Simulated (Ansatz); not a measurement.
Ansatz (a program for electronic structure) input (B3LYP/def2-TZVPD):

Ansatz 0.2 input:
```yaml
crystal:
  periodic: [false, false, false]
  atoms:
    - {symbol: N, position_ang: [-0.00000000, -0.00000000, -0.55206952]}
    - {symbol: N, position_ang: [0.00000000, 0.00000000, 0.55206952]}
basis:
  gaussian:
    orbitals: def2-TZVPD
hamiltonian:
  xc: {name: B3LYP}
total_charge: 2
magnetization: {spin_polarized: true, initial_magnetization: 2}
```

Output:

```
Functional definition: B3LYP
integrals: 0.01 GiB planned
358 factors; their error is unknown
mean field: 0.16 GiB planned
mean field evaluation 1: about -2932.8038 eV, gradient 3.4e1 eV
mean field evaluation 2: about -2935.7823 eV, gradient 1.5e1 eV
mean field evaluation 4: about -2936.4971 eV, gradient 6.1e-2 eV
mean field evaluation 8: about -2936.5134 eV, gradient 7.1e-4 eV
mean field evaluation 16: about -2936.9436 eV, gradient 1.1e1 eV
mean field evaluation 32: about -2936.5134 eV, gradient 1.1e-5 eV
mean field -2937.52597887 eV, -107.9520885970 hartree, gradient 2.8e-6 eV, S^2 2.003055; 4 other end points of the search recorded, 0 dependent functions left out
reference -2937.52608163 eV, -107.9520923732 hartree; 7, 5 occupied and 67, 69 virtual orbitals, 358 factors
Total energy: -2937.52608163 eV, -107.9520923732 hartree
```

This state (charge 2, triplet) is run at the relaxed geometry of the species with charge 1 and multiplicity 2.
